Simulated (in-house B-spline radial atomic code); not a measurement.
Configurations of Ho, with energies counted from [Xe] 4f11 6s2. Method: scalar-relativistic (X2C) CAM-B3LYP, spin-polarised, spherical fractional occupations, exact exchange averaged over the configuration, Fermi nucleus of rms radius 5.2022 fm. Calculated with an all-electron radial atomic-structure program (B-spline basis). Shells without spins written out take the highest spin.

Occupations are held fixed; configurations that lie above the ionisation limit could autoionise.

```csv
configuration,E - E(ref) (eV),highest orbital,its <r> (bohr)
[Xe] 4f11 5d1 6s1,2.4336,5d up,3.638
[Kr] 4d10 4f11 5s2 5p5 6s2 6p1,26.077,6p up,4.898
[Kr] 4d10 4f11 5s2 5p5 6s2 7f1,30.006,7f up,43.54
[Kr] 4d9 4f12 5s2 5p6 6s2,157.42,6s down,4.109
[Kr] 4d9 4f11 5s2 5p6 6s2 6d1,164.39,6d up,11.02
[Kr] 4d9 4f11 5s2 5p6 6s2 6f1,165.29,6f up,29.07
```

(1) Order these further configurations by energy, lowest first.
A. [Xe] 4f11 6s1 7s1
B. [Kr] 4d10 4f11 5s2 5p5 5d1 6s2
C. [Xe] 4f11 6s1 6d1
D. [Xe] 4f11 6s1 7p1
E. [Kr] 4d10 4f11 5s2 5p5 5f1 6s2

(2) How far above the reference does [Xe] 4f10 6s2 7s1 lie?

Results:

(1) A (3.8815 eV), D (4.4844 eV), C (4.6417 eV), B (24.518 eV), E (29.546 eV).

(2) 5.4584 eV; its least bound orbital is 7s up with <r> = 9.441 bohr.
